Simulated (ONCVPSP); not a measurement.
Potentials for rhenium (Re) compared

Generated with ld1.x 7.5 (TM, RRKJ, ultrasoft, PAW), atompaw 4.2 or ONCVPSP 4.0.1. The cutoff is in Ry: for ld1.x and atompaw files where the sum of valence levels is converged to 10 mRy in a Bessel basis, for ONCV files where the hardest occupied wave has 1 mHa per electron of residual kinetic energy. The error is the largest all-electron minus pseudo excitation energy over each file’s own four to seven test configurations (ionisations up to +4, promotions, holes and added fractions of an electron), all of which were solved. The labels leave out finer settings (local radius, basis sizes, second energies), which also bear on the numbers. Spin-polarised tests are not counted. The rows are a selection from randomly drawn settings: files with unsolved tests, undetermined cutoffs or missed reference levels are left out.

A true bound ghost makes a file unfit for plane-wave use even where its test errors are small: the radial tests pick states by their node count and pass the ghost by.

| potential | cutoff (Ry) | largest error (meV) | bound ghosts |
| --- | --- | --- | --- |
| ONCV, revPBE, fully relativistic, rc 1.95/1.75/2.05 (spd), local smoothed, core correction no, reference 5s2 5p6 5d5 6s2, qcut 7.4/8.7/7.8, projectors 2/2/3 | 45 | -6.9 | s |
| ONCV, PBE, fully relativistic, rc 1.70/1.70/2.35 (spd), local smoothed, core correction no, reference 5s2 5p6 5d6 6s1, qcut 9.1/9.8/6.1, projectors 2/2/2 | 55 | +3.5 | none |
| ONCV, PBEsol, scalar-relativistic, rc 1.75/1.45/2.00 (spd), local smoothed, core correction yes, reference 5s2 5p6 5d5 6s1, qcut 9.1/11.4/7.3, projectors 2/2/1 | 73 | -9.1 | none |

(1) Fill in the row for Re: ONCV, LDA (Perdew-Wang 92), scalar-relativistic, rc 1.65/2.30/2.40 (spd), local smoothed, core correction yes, reference 5s2 5p6 5d5 6s1.5 6p0.5, qcut 8/4.8/7.8, projectors 2/2/2.

(2) Fill in the row for Re: ONCV, PBE, scalar-relativistic, rc 1.75/2.00/1.75 (spd), local d, core correction yes, reference 5s2 5p6 5d5 6s1.75 6p0.25, qcut 6.5/8.3/10.9, projectors 2/3/0.

(3) Fill in the row for Re: ONCV, PBEsol, scalar-relativistic, rc 1.45/2.05/1.80 (spd), local smoothed, core correction no, reference 5s2 5p6 5d5 6s1, qcut 8.1/5.4/6, projectors 2/2/1.

Results:

(1) cutoff 44 Ry, largest error -11 meV, bound ghosts: none.

(2) cutoff 38 Ry, largest error -11 meV, bound ghosts: none.

(3) cutoff 52 Ry, largest error -7.3 meV, bound ghosts: none.
